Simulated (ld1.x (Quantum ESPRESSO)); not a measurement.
An all-electron radial function and its pseudo partner (iron)

Columns: radius, all-electron u(r) and pseudo u(r) of the 3s shell (level -91.06 eV) of iron in the configuration [Ne] 3s2 3p6 3d6.5 4s1.5 4p0; LDA (PZ), scalar-relativistic, PAW scheme, ld1.x (Quantum ESPRESSO) 7.5.

```json
{"r (bohr)": "0.068", "all-electron": "0.0917", "pseudo": "0.2507"}
{"r (bohr)": "0.135", "all-electron": "-0.5281", "pseudo": "0.4884"}
{"r (bohr)": "0.202", "all-electron": "-0.6412", "pseudo": "0.7084"}
{"r (bohr)": "0.270", "all-electron": "-0.3629", "pseudo": "0.9058"}
{"r (bohr)": "0.338", "all-electron": "0.0654", "pseudo": "1.0708"}
{"r (bohr)": "0.405", "all-electron": "0.4782", "pseudo": "1.1976"}
{"r (bohr)": "0.473", "all-electron": "0.8141", "pseudo": "1.2875"}
{"r (bohr)": "0.540", "all-electron": "1.0429", "pseudo": "1.3378"}
{"r (bohr)": "0.608", "all-electron": "1.1778", "pseudo": "1.3518"}
{"r (bohr)": "0.675", "all-electron": "1.2320", "pseudo": "1.3325"}
{"r (bohr)": "0.742", "all-electron": "1.2276", "pseudo": "1.2855"}
{"r (bohr)": "0.810", "all-electron": "1.1816", "pseudo": "1.2151"}
{"r (bohr)": "0.878", "all-electron": "1.1088", "pseudo": "1.1286"}
{"r (bohr)": "0.945", "all-electron": "1.0222", "pseudo": "1.0338"}
{"r (bohr)": "1.013", "all-electron": "0.9277", "pseudo": "0.9337"}
{"r (bohr)": "1.080", "all-electron": "0.8336", "pseudo": "0.8361"}
{"r (bohr)": "1.148", "all-electron": "0.7411", "pseudo": "0.7417"}
{"r (bohr)": "1.215", "all-electron": "0.6552", "pseudo": "0.6552"}
{"r (bohr)": "1.283", "all-electron": "0.5747", "pseudo": "0.5747"}
{"r (bohr)": "1.350", "all-electron": "0.5025", "pseudo": "0.5025"}
{"r (bohr)": "1.418", "all-electron": "0.4366", "pseudo": "0.4366"}
{"r (bohr)": "1.485", "all-electron": "0.3788", "pseudo": "0.3788"}
{"r (bohr)": "1.553", "all-electron": "0.3269", "pseudo": "0.3269"}
{"r (bohr)": "1.620", "all-electron": "0.2821", "pseudo": "0.2821"}
{"r (bohr)": "1.688", "all-electron": "0.2423", "pseudo": "0.2423"}
{"r (bohr)": "1.755", "all-electron": "0.2082", "pseudo": "0.2082"}
```

(1) How many radial nodes do the two functions have?

(2) At about which radius was the pseudo-wave matched?

(3) Where does each function peak?

(4) Is the pseudo-wave norm-conserving?

Answers

(1) The all-electron 3s function has n − l − 1 = 2; the pseudo-wave has 0, since the states of the same l below it are removed with the core.

(2) 1.25 bohr, where the columns begin to agree (steps of 0.07 bohr).

(3) Outermost all-electron maximum near 0.68 bohr, pseudo maximum near 0.61 bohr (to the table’s step).

(4) No, it belongs to a PAW set: the norm inside the radius is not constrained, and the difference is carried by the augmentation charge.
